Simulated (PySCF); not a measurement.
Geometries of 4 isomers of C3H11NSn, from PBE0-D3(BJ)/def2-SVP geometry optimisation, gas phase, def2 core potentials past Kr in PySCF 2.14.0. One conformer each, no zero-point energy, no frequencies.

**Question.** Which isomer lies lowest at this level?
A.
```xyz
16
angstrom
Sn     0.019    2.016    0.964
H      0.985    1.363    2.234
H      1.023    2.893   -0.112
H     -1.213    3.014    1.615
N     -1.017    0.617   -0.115
C     -0.429   -0.623   -0.592
C     -0.270   -1.686    0.494
C      0.894   -0.346   -1.290
H     -1.937    0.454    0.288
H     -1.117   -1.032   -1.359
H      0.435   -1.347    1.271
H      0.107   -2.637    0.083
H     -1.235   -1.893    0.984
H      1.647    0.035   -0.577
H      1.307   -1.264   -1.734
H      0.767    0.403   -2.086
```
B.
```xyz
16
angstrom
Sn     0.985    0.818    0.690
H      0.926    0.837    2.406
H      2.592    0.808    0.087
C     -0.126    2.478   -0.125
H     -1.168    2.439    0.223
H     -0.114    2.439   -1.224
H      0.323    3.427    0.202
N      0.200   -1.000    0.157
C      0.339   -1.439   -1.205
C     -1.028   -1.425    0.771
H      0.281   -2.543   -1.265
H      1.319   -1.148   -1.616
H     -0.442   -1.045   -1.894
H     -1.072   -1.108    1.826
H     -1.946   -1.043    0.269
H     -1.104   -2.530    0.765
```
C.
```xyz
16
angstrom
Sn     0.005   -0.028    0.128
N      0.116   -0.235    2.172
H     -0.794   -0.216    2.630
H      0.679    0.490    2.614
C      2.045   -0.020   -0.544
H      2.090   -0.162   -1.634
H      2.593   -0.840   -0.057
H      2.538    0.931   -0.296
C     -1.009    1.775   -0.498
H     -1.045    1.826   -1.596
H     -0.476    2.660   -0.122
H     -2.039    1.793   -0.112
C     -1.046   -1.769   -0.564
H     -2.079   -1.775   -0.186
H     -0.535   -2.674   -0.204
H     -1.077   -1.789   -1.663
```
D.
```xyz
16
angstrom
Sn     0.076    0.566    0.472
H      0.166    0.576    2.191
C      2.057    0.370   -0.365
H      2.680    1.228   -0.072
H      2.001    0.332   -1.462
H      2.535   -0.551   -0.002
C     -0.926    2.296   -0.311
H     -0.433    3.215    0.038
H     -1.972    2.304    0.025
H     -0.904    2.282   -1.410
N     -1.129   -1.027    0.009
C     -0.744   -2.368    0.376
H     -1.496   -0.985   -0.938
H      0.099   -2.805   -0.202
H     -0.447   -2.399    1.438
H     -1.595   -3.067    0.277
```

**Answer.** C. That is Sn(NH2)Me3, `[CH3][Sn]([CH3])([CH3])[NH2]`, 12.9 kcal/mol below the next.

| SMILES | atoms numbered as above | E (Eh) | relative (kcal/mol) | relative (kJ/mol) | dipole (D) |
| --- | --- | --- | --- | --- | --- |
| [CH3][Sn]([CH3])([CH3])[NH2] | – | -389.65585 | 0.0 | 0.0 | 1.23 |
| [H][Sn]([CH3])([CH3])[NH]C | – | -389.63537 | 12.9 | 53.8 | 1.33 |
| [H][Sn]([H])([H])[NH]C(C)C | – | -389.62999 | 16.2 | 67.9 | 0.78 |
| [H][Sn]([H])([CH3])[N](C)C | – | -389.62095 | 21.9 | 91.6 | 1.12 |
